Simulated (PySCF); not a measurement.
Problem. Give a PBE0-D3(BJ)/def2-SVP geometry of InChI=1S/C4H4F6O/c5-3(6,7)1-11-2-4(8,9)10/h1-2H2.

Solution. 
```
atom  x, y, z in Å
F1     1.8022    1.0629    1.0237
C2     2.1437   -0.1159    0.4852
F3     2.2554   -0.9929    1.4762
F4     3.3421    0.0288   -0.0838
C5     1.1305   -0.5608   -0.5536
O6    -0.1439   -0.7103   -0.0291
C7    -0.9044    0.4492    0.1152
C8    -2.3590    0.0982   -0.1047
F9    -3.1032    1.1970    0.0512
F10   -2.5705   -0.3721   -1.3333
F11   -2.7838   -0.8146    0.7622
H12    1.1653    0.1654   -1.3872
H13    1.4571   -1.5399   -0.9335
H14   -0.8093    0.8955    1.1198
H15   -0.6346    1.2199   -0.6283
```

Orientation and origin are arbitrary. Atoms count from 1 in this order. Of the pairs four or more bonds apart, F1···C7 is among the closest relative to their van der Waals radii: 2.92 Å, 92 % of the sum of Bondi's values.

Bonds between heavy atoms (Å): F1–C2 1.340, C2–F3 1.328, C2–F4 1.335, C2–C5 1.518, C5–O6 1.386, O6–C7 1.394, C7–C8 1.512, C8–F9 1.336, C8–F10 1.332, C8–F11 1.329.

Method used: PBE0-D3(BJ)/def2-SVP geometry optimisation, gas phase in PySCF.

Point group: C1 (no symmetry element, even within 0.4 Å). Stationary, but not proved a minimum. The numbers are those of one conformer (C2–C5–O6–C7 81°, C5–O6–C7–C8 147°).

Cost: about 3 min of CPU time on one thread; the machine was shared, so the figure is rough. This is the geometry optimisation.
